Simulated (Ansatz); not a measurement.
A series at Ge: from `[OH][GeH]([OH])[OH]`, ligands are replaced one by one, each step taking up H–F and setting free H₂O; n counts the steps. Ansatz, PBE0-D4/def2-TZVP geometries. Each molecule was computed in one conformer, which needn't be the lowest.

```
n               molecule  HOMO energy, ωB97M-V/def2-TZVPP (eV)
0  `[OH][GeH]([OH])[OH]`                                -11.35
1   `[OH][GeH]([OH])[F]`                                     ?
2    `[OH][GeH]([F])[F]`                                -12.56
3     `[F][GeH]([F])[F]`                                -13.69
```

Task: By hand: fit a straight line y = ȳ + b (n − n̄) to the 3 given rows and predict n = 1.

Result: n̄ = 1.667, ȳ = -12.533; Σ(n − n̄)(y − ȳ) = -3.523, Σ(n − n̄)² = 4.667, so b = -0.755 eV a step. Prediction: -12.533 + (-0.755) × (-0.667) = -12.03 eV.

Task: By hand: compare with the computed value, -11.84 eV, and give the steps along the whole series.

Result: The line misses by 0.19 eV (computed minus predicted). Steps: -0.49, -0.72, -1.13 eV.

The steps grow at each stage, from -0.49 to -1.13 eV, so the series is curved. The highest orbital can change its character along such a series. The miss is 8.1 % of the series' range.
